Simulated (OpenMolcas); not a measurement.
A calculation on Ga2+.

```yaml
Program: OpenMolcas 26.06
Method: "SS-CASPT2, IPEA 0.25 Eh, imaginary shift 0.1 Eh (closed shells correlated: 3d)"
Basis: ANO-RCC-VTZP [6s5p3d1f]
Scalar_Hamiltonian: DKH2, point nucleus
Active_space: 1 electron in 4 orbitals (4s 4p)
State_averaging: 2S+1 = 2 even, 1 root; 2S+1 = 2 odd, 3 roots
Spin-orbit_coupling: RASSI with atomic mean-field integrals over the reference wave functions, term energies averaged over their components
```

Which level of the active space comes out lowest?

4s ²S_1/2, with 100 % of that term; it is also the measured ground level.

How high does 4p ²P°_3/2 lie?

66556 cm⁻¹ above the lowest level; measured 66888 cm⁻¹ above the ground level, so the calculation is off by 0 %.

How high does 4p ²P°_1/2 lie?

65174 cm⁻¹ above the lowest level; measured 65169 cm⁻¹ above the ground level, so the calculation is off by 0 %.

Measured values: Shirai, Reader, Kramida and Sugar, J. Phys. Chem. Ref. Data 36, 509 (2007).

With one active electron, CASPT2 adds the correlation within the correlated inactive shells and between them and that electron, and leaves the splitting within a term as the reference gives it. Computed and measured levels are paired by configuration, term and J; levels that our copy of the source lacks, or whose pairing is in doubt (as where it misses far off the trend of its configuration), stay unpaired and out of the deviations. Only configurations of the active space appear.

° marks odd parity.
